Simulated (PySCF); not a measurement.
GeH₃ (doublet state).
InChI=1S/GeH3/h1H3

Computed with PBE0-D3(BJ)/def2-SVP geometry optimisation, gas phase in PySCF 2.14.0.

Take the most abundant isotopes and a rigid rotor. 

Problem. Give the principal moments of inertia and the rotational constants in GHz.

Solution. Ia = 3.90, Ib = 3.91, Ic = 6.51 u·Å²; 505379 MHz·u·Å²/I gives 129457, 129406 and 77574 MHz, that is A = 129.46, B = 129.41, C = 77.574 GHz.

Problem. Classify the top.

Solution. An oblate symmetric top, as the point group C3v requires two equal moments; the computed ones differ by 0.04 % because the geometry is symmetric only within the optimiser's tolerance; Ray's κ = 0.998.

Problem. What does the inertial defect say?

Solution. Not planar: Δ = Ic − Ia − Ib = -1.29 u·Å². For a rigid frame Δ = −2 Σ m c², so Σ m c² = 0.65 u·Å² lies off the ab plane: 0.62 from hydrogen and 0.03 from heavier atoms. The atom farthest from that plane is 0.45 Å away.

The dipole components are |μa| = 0.00 D, |μb| = 0.00 D, |μc| = 0.01 D.

Problem. Estimate the classical rotational partition function at 100 K and 200 K.

Solution. Point group C3v, symmetry number σ = 3; q = (√π/σ)·√((kT/h)³/(ABC)), k/h = 20836.6 MHz/K: 49.3 at 100 K, 139 at 200 K.

For this open shell read J as N, the rotation without spin; fine and hyperfine splittings come on top. Whether it is a minimum is left open (no frequencies). ⟨S²⟩ = 0.752 (exact for a doublet: 0.75). Constants of a rigid frame at the computed geometry: no zero-point averaging, no centrifugal distortion.

The run took 2.9 s wall on an x86-64 server with one thread (shared host). This is the geometry optimisation.
